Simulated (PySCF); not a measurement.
PySCF input file for PbBr3, SMILES [Br][Pb-]([Br])[Br], charge -1, C-PCM-PBE0/def2-SVPD. Geometry: PBE0-D3(BJ)/def2-SVPD. The isomer is the one that the SMILES or the coordinates give; other isomers of the formula were not compared. The def2 effective core potentials stand for the cores of Pb; spin–orbit coupling is left out.

```python
import numpy as np
from pyscf import gto, scf, dft
from pyscf.solvent import pcm

mol = gto.M(
    atom='''
    Pb   -0.00000000   -0.00000000    0.70518908
    Br    2.12779632    1.22848378   -0.55071909
    Br   -2.12779632    1.22848378   -0.55071909
    Br   -0.00000000   -2.45696755   -0.55071910
    ''',
    basis='def2-SVPD',
    ecp={'Pb': 'def2-svp'},
    charge=-1,
    spin=0,
    max_memory=1600,
    verbose=3,
)
mf = dft.RKS(mol, xc='pbe0').density_fit(auxbasis='def2-universal-jkfit')
mf.grids.level = 3
mf.conv_tol = 1e-9
mf.max_cycle = 100
mf.kernel()
res = {}
for name, eps in {'water': 78.355, 'dimethylsulfoxide': 46.826, 'n-hexane': 1.8819}.items():
    s = mf.PCM()
    s.with_solvent.method, s.with_solvent.eps, s.with_solvent.lebedev_order = 'C-PCM', eps, 17
    s.kernel(mf.make_rdm1())
    res[name] = (s.e_tot, eps, s.dip_moment(), s.mo_energy, s.converged)
    print(f'{name}: electrostatic solvation free energy {(s.e_tot - mf.e_tot) * 627.509474:.3f} kcal/mol')
```

Program output:

```
converged SCF energy = -7913.80445875293

WARN: PCM is an experimental feature. It is still in testing.
Features and APIs may be changed in the future.

converged SCF energy = -7913.88263685751

WARN: System has nonzero charge -1; the dipole moment is origin-dependent.
Location of origin: [0. 0. 0.]

Dipole moment(X, Y, Z, Debye): -0.00000, -0.00071,  6.94001
water: electrostatic solvation free energy -49.058 kcal/mol

WARN: PCM is an experimental feature. It is still in testing.
Features and APIs may be changed in the future.

converged SCF energy = -7913.88191167887

WARN: System has nonzero charge -1; the dipole moment is origin-dependent.
Location of origin: [0. 0. 0.]

Dipole moment(X, Y, Z, Debye): -0.00000, -0.00070,  6.90830
dimethylsulfoxide: electrostatic solvation free energy -48.602 kcal/mol

WARN: PCM is an experimental feature. It is still in testing.
Features and APIs may be changed in the future.

converged SCF energy = -7913.8405180123

WARN: System has nonzero charge -1; the dipole moment is origin-dependent.
Location of origin: [0. 0. 0.]

Dipole moment(X, Y, Z, Debye): -0.00000, -0.00016,  5.45918
n-hexane: electrostatic solvation free energy -22.628 kcal/mol
```

Self-consistency was reached.

Cost: roughly 50 core-seconds.
